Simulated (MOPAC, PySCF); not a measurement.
C$_{4}$H$_{7}$NSi, SMILES `C=C(C#N)C[SiH3]`, neutral singlet in the gas phase. 

Cartesian coordinates (Å):
SMILES: C(#N)C(=C)C[SiH3]
```xyz
13

C      1.8404    -0.6974     0.4124
C      0.9281     0.2295     0.1091
C      0.9506     1.4878     0.7975
N      0.9389     2.5128     1.3239
C     -0.1747     0.0505    -0.8963
Si    -1.8538    -0.3181    -0.0897
H      1.8449    -1.6531    -0.0947
H      2.5942    -0.5227     1.1663
H     -0.2792     0.9496    -1.5082
H      0.0707    -0.7765    -1.5652
H     -2.8880    -0.4009    -1.1472
H     -1.7685    -1.6132     0.6233
H     -2.2037     0.7517     0.8688
```
Charge 0, multiplicity 1.

All levels are single points at this geometry (B3LYP-D3(BJ)/def2-TZVP); Pople sets use spherical d functions. Orbital energies aren't observables, and empty levels follow the basis.

```tsv
level	HOMO (eV)	LUMO (eV)	gap (eV)	dipole (D)	vertical IE, Delta-SCF (eV)
M06-2X/def2-TZVP in PySCF	-8.99	-0.58	8.42	3.97	9.94
B3LYP/3-21G in PySCF	-7.38	-1.10	6.28	3.57	–
B3LYP/6-311+G** in PySCF	-7.68	-1.76	5.93	4.00	–
B3LYP/LANL2DZ in PySCF	-7.59	-1.47	6.11	3.94	–
HF/STO-3G in PySCF	-8.32	6.38	14.69	3.18	–
AM1 in MOPAC	-10.25	0.07	10.31	2.90	–
```
